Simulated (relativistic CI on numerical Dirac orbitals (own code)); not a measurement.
# Charge states of xenon

Calculated at this level of theory: Dirac-Coulomb-Breit CI, separate exchange-only KLI orbitals for each configuration, QED by a radiative potential, valence Slater integrals scaled by 0.9 (own radial code, finite nucleus).

Each species is treated in one configuration, given outside its closed core. Radial values are for the open shell of highest l, unscaled and averaged over j; ζ includes the Breit term. Labels give the leading LS character, summed over repeated terms.

```tsv
Ion	Configuration	Its lowest level	LS weight (%)	⟨r⟩ (bohr)	⟨r²⟩ (bohr²)	g_J	g√(J(J+1))	Next level	E (cm⁻¹)
Xe48+	2s2 2p2	3P_0	71	0.09457	0.01084		0.00	3P_1	2.6887e+06
Xe49+	2s2 2p	?	?	?	?	?	?	?	?
Xe50+	2s2	1S_0	100				0.00		
Xe51+	2s	2S_1/2	100	0.1073	0.01355	1.976	1.71		
Xe52+	1s2	1S_0	100				0.00
```

Question: Fill in the row of Xe49+.

Answer: Its lowest level 2P°_1/2; LS weight (%) 100; ⟨r⟩ (bohr) 0.09384; ⟨r²⟩ (bohr²) 0.01066; g_J 0.641; g√(J(J+1)) 0.55; Next level 2P°_3/2; E (cm⁻¹) 2.9171e+06.
